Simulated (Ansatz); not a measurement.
**Relative energies of C2H7BO2 isomers**

3 of its isomers, all singlets with charge 0: A = `BC(O)OC`; B = `COB(C)O`; C = ethylboronic acid `CCB(O)O`.

Shapes, held fixed at every level: PBE0-D4/def2-TZVP. Flexible molecules stand in one conformer, not always the lowest. Programs: Ansatz 0.2.0.

Electronic energies in kJ/mol, without zero-point or thermal terms.

```json
{"level": "PBE-D4/def2-TZVPP", "kind": "GGA", "B − A": "-396.3", "C − A": "-439.3"}
{"level": "B3LYP-D4/def2-TZVPP", "kind": "global hybrid", "B − A": "-419.7", "C − A": "-458.2"}
{"level": "PBE0-D4/def2-TZVPP", "kind": "global hybrid", "B − A": "-412.7", "C − A": "-458.0"}
{"level": "B2PLYP/def2-TZVPP", "kind": "double hybrid", "B − A": "-422.7", "C − A": "-464.2"}
{"level": "CCSD/def2-SVP", "kind": "coupled cluster or CI", "B − A": "-435.8", "C − A": "-477.6"}
{"level": "CCSD/def2-TZVPP", "kind": "coupled cluster or CI", "B − A": "-426.6", "C − A": "-471.3"}
{"level": "CCSD(T)/CBS estimate", "kind": "coupled cluster or CI", "B − A": "-423.2", "C − A": "-469.7"}
```

The highest level, CCSD(T)/CBS estimate, puts C lowest of these. All levels agree on that. The B − A difference spans -435.8 to -396.3 kJ/mol over the levels. The CBS estimate extrapolates MP2 from def2-TZVPP and def2-QZVPP and adds CCSD(T) − MP2 in the triple-zeta set, cores frozen.
